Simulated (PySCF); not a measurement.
Simulation results for ClGeH4OSi

Computed with PySCF 2.14.0. Calculation on a computer-drawn molecule: the log of a Hartree-Fock and frozen-core CCSD(T) single point meant for a local Hartree-Fock minimum, with one planted fault or none, to be diagnosed. Offsets are logged minus clean, where the clean run is the same molecule without the fault. The reference is restricted for singlets and unrestricted otherwise, and also for a bond in bohr or an excited solution. Adding or removing an electron swaps singlet and doublet. The excited solution moves the top pair (singlet) or top alpha electron (doublet) to the lowest empty orbital. Highest occupied and lowest empty are orbital energies over both spins, largest force is the largest gradient component, triples share is (T) over the correlation energy, the T1 limit is 0.02 restricted and 0.045 unrestricted, electrons count all cores, a negative frequency is imaginary (commonest isotopes), and the dipole is about the centre of nuclear charge; on germanium a core potential holds 10 electrons, which the energies leave out, and 3d is frozen in MP2 and coupled-cluster steps.

```json
{"formula": "ClGeH4OSi", "logged_structure": {"atoms_angstrom": [["Cl", -1.9363, 2.7663, 0.3773], ["Si", -0.7082, 1.1455, 0.8684], ["O", -0.1434, 0.4601, -0.4826], ["Ge", -0.3183, 0.3414, -2.2609], ["H", 0.4061, 1.687, 1.678], ["H", 0.1133, 1.6746, -2.861], ["H", 0.604, -0.7965, -2.6781], ["H", -1.7789, 0.0287, -2.5702]]}, "given": {"meant_charge": 0, "meant_multiplicity": 2, "meant_basis": "cc-pV(D+d)Z", "meant_basis_and_core_potential_on_germanium": "cc-pVDZ-PP ECP10MDF", "logged_electrons": 76, "logged_basis_functions": 103, "logged_SCF_converged": "yes", "logged_spin_squared": 0.0, "logged_highest_occupied [eV]": -0.40674, "logged_lowest_empty [eV]": 7.1903, "logged_largest_force [hartree/bohr]": 0.084539, "logged_T1_diagnostic": 0.015266, "logged_D1_diagnostic": 0.055901, "logged_triples_share": 0.02419, "logged_CC_converged": "yes", "logged_dipole_magnitude [debye]": 9.1662, "logged_SCF_stable_within_its_kind": "yes", "logged_energy_HF [hartree]": -1119.05984, "logged_energy_CCSD(T) [hartree]": -1119.64436, "possible_faults": "no fault, one electron removed, one electron added, multiplicity raised by two, geometry at a saddle point, SCF held on an excited solution, minimal basis STO-3G, one bond length entered in bohr, all coordinates scaled", "drawn_bonds_atom": [1, 2, 3, 2, 4, 4, 4], "drawn_bonds_other_atom": [2, 3, 4, 5, 6, 7, 8], "drawn_bonds_order": [1, 1, 1, 1, 1, 1, 1]}, "results": {}}
```

Questions
1. Which fault was planted in the run of ClGeH4OSi?

Answers
1. one electron added

Further results for ClGeH4OSi:

| Quantity | Value |
| --- | --- |
| HF energy offset from clean run | 15.64 kcal/mol |
| CCSD(T) energy offset from clean run | -2.967 kcal/mol |
